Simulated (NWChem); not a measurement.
System: Si2H4, singlet; SMILES [SiH3][SiH]

Here is an NWChem input.

```
start job
memory heap 200 mb stack 900 mb global 1100 mb
geometry units angstroms noautosym nocenter noautoz
  Si     0.124823     1.337302     0.486134
  H      1.181604     1.355610    -0.626344
  Si    -0.088778    -1.018395     0.114251
  H      1.246953    -1.672660     0.322424
  H     -0.497344    -1.251111    -1.312230
  H     -1.083010    -1.703476     0.998124
end
basis spherical
  * library 6-31g*
end
dft
  xc hfexch
  iterations 150
  mulliken
end
task dft energy
esp
  recalculate
  probe 0.07
  range 0.3
  factor 1.0
  spacing 0.02
end
task esp
```

Parts of the log:

```
             Northwest Computational Chemistry Package (NWChem) 7.3.0
             --------------------------------------------------------

                             Geometry "geometry" -> ""
                             -------------------------

 Output coordinates in angstroms (scale by  1.889725989 to convert to a.u.)

  No.       Tag          Charge          X              Y              Z
 ---- ---------------- ---------- -------------- -------------- --------------
    1 Si                  14.0000     0.12482300     1.33730200     0.48613400
    2 H                    1.0000     1.18160400     1.35561000    -0.62634400
    3 Si                  14.0000    -0.08877800    -1.01839500     0.11425100
    4 H                    1.0000     1.24695300    -1.67266000     0.32242400
    5 H                    1.0000    -0.49734400    -1.25111100    -1.31223000
    6 H                    1.0000    -1.08301000    -1.70347600     0.99812400

 Effective nuclear repulsion energy (a.u.)      73.5760390465

  xc_inp: hfexch multiplicative factor not found.

                                 NWChem DFT Module
                                 -----------------

 Summary of "ao basis" -> "ao basis" (spherical)
 ------------------------------------------------------------------------------
       Tag                 Description            Shells   Functions and Types
 ---------------- ------------------------------  ------  ---------------------
 Si                          6-31g*                  8       18   4s3p1d
 H                           6-31g*                  2        2   2s

            General Information
            -------------------
          SCF calculation type: DFT
          Wavefunction type:  closed shell.
          No. of atoms     :     6
          No. of electrons :    32
           Alpha electrons :    16
            Beta electrons :    16
          Charge           :     0
          Spin multiplicity:     1
          Use of symmetry is: off; symmetry adaption is: off
          Maximum number of iterations: 150
          AO basis - number of functions:    44
                     number of shells:    24
          Convergence on energy requested:  1.00D-06
          Convergence on density requested:  1.00D-05
          Convergence on gradient requested:  5.00D-04

              XC Information
              --------------
                     Hartree-Fock (Exact) Exchange  1.000

      Superposition of Atomic Density Guess
      -------------------------------------

 Sum of atomic energies:        -579.62754520

      Non-variational initial energy
      ------------------------------

 Total energy =    -579.912576
 1-e energy   =    -949.524188
 2-e energy   =     296.035573
 HOMO         =      -0.213671
 LUMO         =      -0.097971

     ---------------------------------------------
      Total Density - Mulliken Population Analysis
     ---------------------------------------------

    Atom       Charge   Shell Charges
 -----------   ------   -------------------------------------------------------
    1 Si  14    13.66   2.00  2.00  5.97  1.20  1.21  0.67  0.57  0.04
    2 H    1     1.15   0.48  0.67
    3 Si  14    14.06   2.00  2.00  5.97  1.02  1.83  0.39  0.76  0.09
    4 H    1     1.04   0.46  0.58
    5 H    1     1.04   0.46  0.58
    6 H    1     1.06   0.47  0.59

   convergence    iter        energy       DeltaE   RMS-Dens  Diis-err
 ---------------- ----- ----------------- --------- --------- ---------
 d= 0,ls=0.0,diis     1   -580.0517327814 -6.54D+02  9.04D-03  7.02D-02
 d= 0,ls=0.0,diis     2   -580.0744352573 -2.27D-02  3.27D-03  5.90D-03
 d= 0,ls=0.0,diis     3   -580.0769681173 -2.53D-03  1.07D-03  3.42D-04
 d= 0,ls=0.0,diis     4   -580.0771422698 -1.74D-04  3.36D-04  1.68D-05
 d= 0,ls=0.0,diis     5   -580.0771534376 -1.12D-05  6.92D-05  6.08D-07
 d= 0,ls=0.0,diis     6   -580.0771538170 -3.79D-07  8.12D-06  1.19D-08

         Total DFT energy =     -580.077153817020
      One electron energy =     -950.788232767719
           Coulomb energy =      339.231781828757
    Exchange-Corr. energy =      -42.096741924522
 Nuclear repulsion energy =       73.576039046464

 Numeric. integr. density =        0.000000000000

[...]

                     NWChem Electrostatic Potential Fit Module
                     -----------------------------------------

 Atom parameters

 Number of atoms is                                    6
 Number of basis functions is                         44

 Grid parameters

 Maximum number of grid points is                  32842
 Number of grid points is                          32841
 Grid range                                     0.300000 nm
 Grid spacing                                   0.020000 nm
 Probe radius                                   0.070000 nm
 Atom radius factor                             1.000000

 Atomic radii

    1    0.100000
   14    0.187000
 FASTESP  F
  using M.O. file = ./job.movecs

    Atom              Coordinates                           Charge

                                                  ESP

    1 Si    0.012482    0.133730    0.048613   -0.093472
    2 H     0.118160    0.135561   -0.062634   -0.027198
    3 Si   -0.008878   -0.101840    0.011425    0.832394
    4 H     0.124695   -0.167266    0.032242   -0.224610
    5 H    -0.049734   -0.125111   -0.131223   -0.223169
    6 H    -0.108301   -0.170348    0.099812   -0.263945
                                            ------------
                                               -0.000000

 Dipole moment                                  0.184940

 Quadrupole moment Qxx                          0.344121
                   Qyy                         -1.222202
                   Qzz                          0.878081

 RMS deviation kJ/mol                           0.170677

 RRMS %                                        80.726216
```

Level: Hartree-Fock/6-31G* (spherical d). Low-valent species are run as closed-shell singlets; no triplet was tried in these runs. Coordinates come from a PBE0/def2-SVP optimisation.
